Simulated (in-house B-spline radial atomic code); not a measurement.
Ionising Os⁵⁺ with different functionals

Computed with an all-electron radial atomic-structure program (B-spline basis): four-component Dirac-Coulomb Hamiltonian, Fermi nucleus of rms radius 5.4126 fm, spin-restricted, spherical fractional occupations for the functionals, and exact exchange of hybrids averaged over the configuration. The ionisation energy is the difference of two self-consistent energies, [Xe] 4f14 5d3 → [Xe] 4f14 5d2, without Breit or QED terms; ε is the level of the shell that loses the electron (mean over j). The electron is taken from both j subshells in proportion to 2j + 1, so the result is a j average, not the step between ground levels.

```tsv
method	rung	ΔSCF (eV)	-ε(5d) (eV)
B3LYP	global hybrid	69.73	63.92
HSE06	range-separated hybrid	?	?
wB97X	range-separated hybrid	?	?
CAM-B3LYP	range-separated hybrid	69.71	65.81
```

Problem. What does HSE06 give?

Solution. ΔSCF 69.59 eV, and -ε(5d) = 63.78 eV.

Problem. What does wB97X give?

Solution. ΔSCF 69.31 eV, and -ε(5d) = 66.62 eV.

Problem. Among the functionals, which spreads more, the ΔSCF values or the orbital energies?

Solution. The orbital energies: ΔSCF values span about 0.42 eV and the orbital energies 2.84 eV; here energy differences depend much less on the functional than eigenvalues do.

Problem. How do they compare with the NIST value?

Solution. NIST lists 70 eV ± 2 (tabulated theory, ground level to ground level). Errors run from -0.79 to -0.37 eV; all lie within about twice that uncertainty, so the table can't rank the methods.
